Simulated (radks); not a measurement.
Os55+, configuration [Ar] 3d3.

Calculated with a radial shooting solver on a logarithmic mesh with Libxc functionals: non-relativistic Kohn-Sham, PBE, spin-polarised, spherical densities, point nucleus; open shells are filled with parallel spins first (spin-orbit coupling, left out, can overturn this in heavy ions); relativity is left out, which matters for an element this heavy.

Energy parts (eV):
total: -365055.90
kinetic: 365027.05
electron-nucleus: -772994.02
Hartree: 47934.61
exchange-correlation: -5023.53

Orbitals (lengths in bohr, moments of r in powers of bohr; r(90%) holds 90 % of the orbital's charge):
| orbital | occ. | eigenvalue (eV) | r(90%) | <1/r> | <r^4> | <r> |
|---|---|---|---|---|---|---|
| 1s up | 1 | -71121.66 | 0.0354 | 75.45 | 7.092e-07 | 0.01993 |
| 1s down | 1 | -71121.43 | 0.0354 | 75.46 | 7.091e-07 | 0.01993 |
| 2s up | 1 | -14773.34 | 0.128 | 17.85 | 0.0001107 | 0.08347 |
| 2s down | 1 | -14753.86 | 0.128 | 17.87 | 0.0001104 | 0.08341 |
| 2p up | 3 | -14354.45 | 0.114 | 17.85 | 0.00006928 | 0.07057 |
| 2p down | 3 | -14340.55 | 0.114 | 17.87 | 0.00006902 | 0.07050 |
| 3s up | 1 | -5749.365 | 0.290 | 7.341 | 0.003025 | 0.2005 |
| 3s down | 1 | -5733.189 | 0.290 | 7.323 | 0.003043 | 0.2008 |
| 3p up | 3 | -5578.079 | 0.280 | 7.297 | 0.002591 | 0.1897 |
| 3p down | 3 | -5559.941 | 0.281 | 7.277 | 0.002610 | 0.1901 |
| 3d up | 3 | -5294.369 | 0.249 | 7.197 | 0.001584 | 0.1638 |
| 3d down | 0 | -5269.757 | 0.250 | 7.185 | 0.001601 | 0.1642 |

The highest occupied level is 3d up at -5294.4 eV. Spin moment in Bohr magnetons: 3.
